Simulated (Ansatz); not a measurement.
Relaxation of bis(4-fluorophenyl)iodonium, `Fc1ccc([I+]c2ccc(F)cc2)cc1` (charge 1, singlet) with RKS r2SCAN-D4/def2-SVP in Ansatz.

Positions (Å) and forces (eV/Å) at steps 13, 16, 18, 19, 22, 23 of 23:

```xyz
23
step=13 energy=-26080.5992 eV
F     4.799    0.525    1.317    0.005   -0.012   -0.012
C     3.746    0.323    0.545   -0.029    0.023    0.018
C     3.041   -0.880    0.668    0.009    0.032   -0.022
C     1.929   -1.101   -0.144    0.040    0.008   -0.009
C     1.564   -0.091   -1.039   -0.035    0.007    0.000
I    -0.149   -0.400   -2.270    0.004    0.004   -0.016
C    -1.686   -0.230   -0.805    0.026    0.007    0.014
C    -2.007    1.039   -0.316   -0.006    0.007   -0.007
C    -3.000    1.130    0.659   -0.026   -0.011    0.002
C    -3.637   -0.037    1.095    0.015    0.002    0.017
F    -4.579    0.059    2.016    0.018   -0.002   -0.025
C    -3.310   -1.299    0.591   -0.010    0.012    0.000
C    -2.311   -1.405   -0.378   -0.024   -0.004   -0.006
C     2.255    1.117   -1.171    0.020   -0.029    0.007
C     3.374    1.320   -0.362   -0.007   -0.046    0.018
H     3.372   -1.631    1.389    0.009    0.014   -0.007
H     1.377   -2.041   -0.068   -0.003    0.025   -0.004
H    -1.509    1.943   -0.674    0.003   -0.004    0.005
H    -3.293    2.095    1.080    0.002   -0.003   -0.004
H    -3.838   -2.181    0.960    0.002    0.001   -0.001
H    -2.048   -2.384   -0.785    0.007    0.000    0.013
H     1.952    1.889   -1.883   -0.018   -0.013    0.009
H     3.957    2.243   -0.424   -0.003   -0.019    0.009
23
step=16 energy=-26080.6031 eV
F     4.846    0.504    1.287    0.004    0.013    0.007
C     3.778    0.300    0.537    0.048   -0.012    0.021
C     3.159   -0.953    0.577   -0.030   -0.020   -0.013
C     2.035   -1.178   -0.217    0.017   -0.031    0.040
C     1.575   -0.126   -1.013   -0.035   -0.013   -0.038
I    -0.141   -0.448   -2.233   -0.009   -0.004    0.005
C    -1.688   -0.236   -0.783    0.001    0.002   -0.016
C    -2.046    1.052   -0.374    0.005    0.011   -0.002
C    -3.059    1.177    0.576   -0.002   -0.002    0.009
C    -3.677    0.023    1.067   -0.020    0.011    0.006
F    -4.640    0.151    1.963    0.004   -0.010   -0.003
C    -3.317   -1.258    0.640   -0.004   -0.009    0.013
C    -2.299   -1.398   -0.303    0.012   -0.005    0.001
C     2.185    1.129   -1.066    0.031    0.033    0.020
C     3.313    1.339   -0.272   -0.015    0.037   -0.022
H     3.564   -1.737    1.222   -0.006    0.019   -0.013
H     1.545   -2.155   -0.201   -0.005    0.011   -0.016
H    -1.559    1.945   -0.772   -0.001   -0.006   -0.006
H    -3.381    2.157    0.937    0.006   -0.007   -0.008
H    -3.833   -2.130    1.049    0.002    0.005    0.002
H    -2.005   -2.393   -0.644   -0.005    0.012    0.000
H     1.811    1.934   -1.704    0.002   -0.024    0.008
H     3.835    2.300   -0.274    0.000   -0.011    0.008
23
step=18 energy=-26080.6040 eV
F     4.857    0.474    1.289   -0.018    0.002   -0.018
C     3.787    0.274    0.540   -0.015   -0.014    0.005
C     3.214   -1.003    0.513    0.013    0.066   -0.005
C     2.087   -1.224   -0.277   -0.025    0.033   -0.045
C     1.576   -0.145   -1.007    0.053    0.008    0.020
I    -0.141   -0.463   -2.227    0.007    0.011    0.038
C    -1.689   -0.229   -0.781   -0.028   -0.001    0.004
C    -2.085    1.066   -0.433    0.003   -0.021   -0.012
C    -3.102    1.207    0.510   -0.002   -0.031    0.001
C    -3.687    0.060    1.057    0.011    0.000   -0.001
F    -4.654    0.201    1.945    0.007   -0.007   -0.007
C    -3.287   -1.230    0.694    0.003    0.027    0.004
C    -2.264   -1.385   -0.243   -0.003    0.034   -0.011
C     2.142    1.136   -0.992   -0.021   -0.064   -0.011
C     3.271    1.343   -0.200    0.012   -0.044    0.029
H     3.657   -1.809    1.105   -0.003    0.031   -0.011
H     1.633   -2.219   -0.313    0.005    0.038   -0.006
H    -1.627    1.954   -0.877   -0.006   -0.026    0.005
H    -3.454    2.195    0.821    0.004   -0.029   -0.003
H    -3.777   -2.097    1.145    0.006    0.024   -0.001
H    -1.943   -2.388   -0.538    0.000    0.023    0.003
H     1.730    1.961   -1.580    0.003   -0.025    0.013
H     3.757    2.322   -0.152   -0.005   -0.037    0.010
23
step=19 energy=-26080.6046 eV
F     4.851    0.470    1.299   -0.017    0.003   -0.008
C     3.785    0.270    0.545    0.007   -0.009    0.002
C     3.215   -1.007    0.510    0.011    0.023   -0.004
C     2.092   -1.227   -0.287   -0.020    0.014   -0.010
C     1.582   -0.146   -1.014    0.007    0.001    0.028
I    -0.141   -0.458   -2.225   -0.003   -0.007   -0.026
C    -1.696   -0.227   -0.788    0.008    0.008    0.015
C    -2.096    1.068   -0.444    0.006   -0.006    0.002
C    -3.109    1.209    0.504   -0.008   -0.013   -0.002
C    -3.684    0.062    1.061   -0.001    0.004   -0.001
F    -4.647    0.203    1.954    0.010   -0.005   -0.004
C    -3.280   -1.228    0.702   -0.004    0.011   -0.004
C    -2.263   -1.383   -0.240    0.010    0.008    0.004
C     2.145    1.135   -0.990   -0.019   -0.011   -0.002
C     3.270    1.341   -0.192    0.008   -0.021    0.007
H     3.657   -1.815    1.100   -0.004    0.030   -0.014
H     1.640   -2.221   -0.329    0.006    0.029   -0.005
H    -1.644    1.955   -0.894   -0.005   -0.021    0.005
H    -3.463    2.196    0.812    0.001   -0.025   -0.004
H    -3.762   -2.095    1.161    0.003    0.020   -0.003
H    -1.937   -2.385   -0.531   -0.002    0.024    0.003
H     1.733    1.961   -1.576    0.007   -0.026    0.015
H     3.753    2.321   -0.138   -0.003   -0.031    0.006
23
step=22 energy=-26080.6057 eV
F     4.833    0.413    1.322    0.004   -0.006    0.002
C     3.771    0.231    0.559   -0.016    0.002   -0.007
C     3.219   -1.050    0.464    0.010    0.000    0.008
C     2.099   -1.250   -0.341   -0.003    0.010   -0.011
C     1.574   -0.145   -1.018    0.012    0.003    0.003
I    -0.143   -0.434   -2.244    0.002    0.007    0.009
C    -1.690   -0.205   -0.799   -0.037   -0.011    0.029
C    -2.150    1.086   -0.516    0.026   -0.038   -0.025
C    -3.158    1.226    0.437   -0.033   -0.037    0.036
C    -3.668    0.082    1.062    0.033    0.007   -0.029
F    -4.623    0.220    1.963   -0.001    0.008   -0.003
C    -3.204   -1.204    0.765   -0.022    0.035    0.020
C    -2.193   -1.357   -0.184    0.024    0.038   -0.036
C     2.118    1.140   -0.937   -0.005   -0.007   -0.007
C     3.240    1.326   -0.129    0.001   -0.006    0.002
H     3.675   -1.876    1.016   -0.001    0.005   -0.002
H     1.661   -2.248   -0.431    0.007    0.010    0.004
H    -1.748    1.970   -1.019   -0.013   -0.042    0.018
H    -3.558    2.210    0.697    0.004   -0.036    0.001
H    -3.638   -2.069    1.276    0.015    0.042   -0.018
H    -1.825   -2.357   -0.430   -0.002    0.032    0.001
H     1.695    1.986   -1.485    0.001   -0.006    0.004
H     3.711    2.307   -0.029   -0.006   -0.010   -0.001
23
step=23 energy=-26080.6060 eV
F     4.835    0.418    1.320    0.003   -0.003    0.002
C     3.773    0.235    0.557   -0.003    0.002   -0.003
C     3.218   -1.045    0.470    0.002   -0.007    0.004
C     2.097   -1.247   -0.335    0.000    0.003   -0.001
C     1.575   -0.145   -1.018    0.003   -0.002   -0.002
I    -0.143   -0.435   -2.243    0.001    0.005    0.002
C    -1.691   -0.207   -0.797   -0.016   -0.004    0.012
C    -2.145    1.084   -0.508    0.011   -0.015   -0.010
C    -3.153    1.223    0.445   -0.012   -0.014    0.014
C    -3.669    0.079    1.062    0.011    0.002   -0.012
F    -4.625    0.217    1.963   -0.002    0.005    0.000
C    -3.211   -1.207    0.758   -0.006    0.015    0.007
C    -2.200   -1.359   -0.191    0.010    0.011   -0.011
C     2.122    1.140   -0.944    0.000    0.005   -0.002
C     3.245    1.327   -0.137   -0.004    0.000   -0.001
H     3.670   -1.869    1.027    0.000    0.001    0.000
H     1.657   -2.243   -0.418    0.003    0.001    0.001
H    -1.738    1.968   -1.004   -0.006   -0.017    0.006
H    -3.549    2.207    0.711    0.000   -0.015    0.001
H    -3.650   -2.071    1.263    0.006    0.017   -0.006
H    -1.835   -2.358   -0.441   -0.001    0.013    0.000
H     1.701    1.983   -1.496    0.001   -0.002    0.001
H     3.717    2.307   -0.043   -0.002   -0.002    0.000
```

In the def2 sets I takes a core potential; there is no spin–orbit coupling.
